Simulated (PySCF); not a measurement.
Si(H)(OH)(OEt)(NH2), SMILES CCO[SiH](N)O (C2H9NO2Si), GFN2-xTB optimised geometry.

```
15

Si    -1.59    -0.54     0.00
N     -2.20    -1.33    -1.40
O     -2.07     1.02     0.00
O      0.03    -0.54     0.00
C      0.90     0.20     0.82
C      2.31     0.14     0.25
H     -2.14    -1.24     1.16
H     -2.01    -2.31    -1.49
H     -2.04    -0.89    -2.29
H     -2.99     1.22    -0.14
H      0.55     1.24     0.88
H      0.88    -0.22     1.83
H      2.64    -0.89     0.19
H      2.99     0.70     0.88
H      2.32     0.56    -0.75
```

Density from B3LYP/def2-TZVP (PySCF 2.14.0) at that geometry.

Minimum of the electron density along straight lines between bonded atoms, close to the bond critical point (lines longer than 1.1 times the sum of covalent radii, or with two minima, are not listed):

```
bond    length / Å  ρ at the minimum / e bohr⁻³  ∇²ρ there / e bohr⁻⁵  position (fraction from the first atom)
------  ----------  ---------------------------  --------------------  ---------------------------------------
Si1–N2       1.722                        0.136            (withheld)                                     0.40
Si1–O3       1.632                        0.143                  0.87                                     0.41
Si1–O4       1.618                        0.146                  0.92                                     0.41
O4–C5        1.403                        0.259                 -0.51                                     0.65
C5–C6        1.521                        0.254                 -0.66                                     0.51
Si1–H7       1.460                        0.130            (withheld)                                     0.49
N2–H8        1.006                        0.339                 -1.64                                     0.73
N2–H9        1.008                        0.337                 -1.61                                     0.73
O3–H10       0.952                        0.363            (withheld)                                     0.81
C5–H11       1.095                        0.287                 -1.02                                     0.65
C5–H12       1.097                        0.285                 -1.00                                     0.64
C6–H13       1.087                        0.281                 -0.97                                     0.64
C6–H14       1.087                        0.280                 -0.97                                     0.64
C6–H15       1.087                        0.282                 -0.97                                     0.64
```

### Question
Complete the blanks.

### Answer

- Si1–N2, ∇²ρ there / e bohr⁻⁵: 0.53
- Si1–H7, ∇²ρ there / e bohr⁻⁵: 0.17
- O3–H10, ∇²ρ there / e bohr⁻⁵: -2.50
